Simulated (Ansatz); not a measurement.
Ansatz (an electronic-structure program) input (B3LYP-D3(BJ)/def2-TZVP):

Ansatz 0.2 input:
```yaml
crystal:
  periodic: [false, false, false]
  atoms:
    - {symbol: C, position_ang: [2.92300732, 0.64776741, -0.14437237]}
    - {symbol: C, position_ang: [2.01085733, -0.22833680, 0.71797366]}
    - {symbol: C, position_ang: [0.61041811, 0.16851816, 0.60355949]}
    - {symbol: C, position_ang: [-0.44009012, 0.06686461, -0.15273099]}
    - {symbol: C, position_ang: [-0.47421822, -0.73864013, -1.44428739]}
    - {symbol: C, position_ang: [-1.75239017, 0.73651410, 0.19663073]}
    - {symbol: C, position_ang: [-2.70029208, -0.22752302, 0.90905381]}
    - {symbol: H, position_ang: [3.95969376, 0.33513030, -0.03783173]}
    - {symbol: H, position_ang: [2.84103769, 1.68928809, 0.15734992]}
    - {symbol: H, position_ang: [2.63977912, 0.57192846, -1.19163629]}
    - {symbol: H, position_ang: [2.32833130, -0.15324052, 1.76462704]}
    - {symbol: H, position_ang: [2.12611902, -1.28363166, 0.42796043]}
    - {symbol: H, position_ang: [-1.33903556, -1.39862431, -1.44766091]}
    - {symbol: H, position_ang: [0.42796969, -1.33394025, -1.55359977]}
    - {symbol: H, position_ang: [-0.55358010, -0.05990897, -2.29275049]}
    - {symbol: H, position_ang: [-1.55962703, 1.59047493, 0.84783206]}
    - {symbol: H, position_ang: [-2.22474275, 1.10170612, -0.71812573]}
    - {symbol: H, position_ang: [-2.93326167, -1.08277648, 0.27855822]}
    - {symbol: H, position_ang: [-3.63200154, 0.27483483, 1.16101925]}
    - {symbol: H, position_ang: [-2.24319319, -0.59244202, 1.82591204]}
basis:
  gaussian:
    orbitals: def2-TZVP
hamiltonian:
  xc: b3lyp
  dispersion: d3bj
magnetization: {spin_polarized: true, initial_magnetization: 1}
relax: {f_tol: 0.002, max_steps: 150}
```

End of the output:

```
Atom 6 at    -2.799279    -0.099703     0.826504 Å, force     0.000203     0.000101     0.000013 eV/Å
Atom 7 at     4.095036     0.495872     0.057725 Å, force    -0.000074    -0.000007     0.000008 eV/Å
Atom 8 at     2.995622     1.726774     0.693987 Å, force    -0.000072    -0.000065    -0.000106 eV/Å
Atom 9 at     2.856223     1.209000    -0.986020 Å, force     0.000149    -0.000143     0.000421 eV/Å
Atom 10 at     2.345737    -0.591931     1.447233 Å, force    -0.000274     0.000123    -0.000399 eV/Å
Atom 11 at     2.195851    -1.098322    -0.222063 Å, force     0.000134     0.000135     0.000174 eV/Å
Atom 12 at    -1.299623    -1.838548    -0.974226 Å, force     0.000457     0.000541    -0.000329 eV/Å
Atom 13 at     0.349414    -1.519351    -1.514804 Å, force    -0.000524     0.000254     0.000063 eV/Å
Atom 14 at    -1.001512    -0.589489    -2.177805 Å, force     0.000345    -0.000508     0.000743 eV/Å
Atom 15 at    -1.440960     1.575674     0.856925 Å, force    -0.000031    -0.000123    -0.000112 eV/Å
Atom 16 at    -2.109442     1.223281    -0.729612 Å, force     0.000088    -0.000110     0.000120 eV/Å
Atom 17 at    -3.136897    -0.893316     0.158036 Å, force     0.000008    -0.000127    -0.000103 eV/Å
Atom 18 at    -3.669828     0.506853     1.083199 Å, force    -0.000165     0.000109     0.000057 eV/Å
Atom 19 at    -2.428905    -0.566023     1.741419 Å, force     0.000047     0.000009     0.000002 eV/Å
Dipole moment:     0.041086    -0.103329    -0.094521 e Å
```

It need not be the lowest isomer of its formula.
